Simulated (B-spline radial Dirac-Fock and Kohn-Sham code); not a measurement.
The Gd atom: differential elastic cross section for positrons at 6.68 keV

Model: relativistic (Dirac) partial waves in the static field of the Dirac-Fock atom, without polarisation or absorption potentials. Program: a radial finite-basis atomic code.

| θ (°) | dσ/dΩ (Å²/sr) |
| --- | --- |
| 0 | 148 |
| 1 | 107 |
| 2 | 52.4 |
| 3 | 25.6 |
| 5 | 8.35 |
| 7 | 3.45 |
| 10 | 1.23 |
| 15 | 0.367 |
| 20 | 0.155 |
| 25 | 0.0807 |
| 30 | 0.0469 |
| 40 | 0.0190 |
| 50 | 0.00931 |
| 60 | 0.00522 |
| 70 | 0.00325 |
| 80 | 0.00219 |
| 90 | 0.00158 |
| 100 | 0.00119 |
| 110 | 0.000945 |
| 120 | 0.000777 |
| 130 | 0.000662 |
| 140 | 0.000583 |
| 150 | 0.000529 |
| 160 | 0.000493 |
| 170 | 0.000474 |
| 180 | 0.000467 |

The total elastic cross section is 1.15 Å², the first transport cross section 0.0322 Å² and the second, weighted with (3/2) sin²θ, 0.0687 Å². The mean deflection is ⟨1 − cos θ⟩ = 0.0279, and 0.47 % of the collisions scatter beyond 90°.

Phase shifts modulo π (rad) for κ = −1 to −5: -1.282, -0.218, 0.494, 0.992, 1.357.

Values without a named source are computed, but for edge energies of neutral atoms, which are taken from tables.
